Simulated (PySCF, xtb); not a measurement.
C₂H₈FNSi, SMILES CN(C)[SiH2]F.

GFN2-xTB (xtb) at its own geometry gives an orbital gap of 5.12 eV and a dipole moment of 2.43 D.

Geometry optimised at B3LYP-D3(BJ)/def2-SVP. The structure was generated by enumeration, and PubChem lists no compound with its InChIKey, so it may never have been made. Other conformers were not sampled.

Q: What does M06-2X/def2-TZVP in PySCF give? (The exact figures need the calculation; the answer reports its results.)

A: gap 9.60 eV (levels -8.19 and 1.42 eV), dipole 2.10 D.
